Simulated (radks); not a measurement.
The technetium ion Tc36+, configuration [He] 2s2 2p3 (the NIST ground configuration). Calculated with a radial shooting solver on a logarithmic mesh with Libxc functionals: scalar-relativistic Kohn-Sham, exchange-only LDA, spin-polarised, spherical densities, point nucleus; open shells are filled with parallel spins first (spin-orbit coupling, left out, can overturn this in heavy ions).

Unscreened Slater integrals over Kohn-Sham orbitals (hartree). They are taken over the spin-up orbitals.

F0(2p,2p): 7.3865
F2(2p,2p): 3.5327
F0(2p,2s): 6.7270
G1(2p,2s): 3.7802
F0(2p,1s): 9.9881
G1(2p,1s): 1.9371
F0(2s,2s): 6.3160
F0(2s,1s): 8.8671
G0(2s,1s): 0.89321
F0(1s,1s): 27.513

Derived for the open shells (J is the average intra-shell exchange parameter used in DFT+U). 2p: J = F2/5 = 0.7065 hartree.
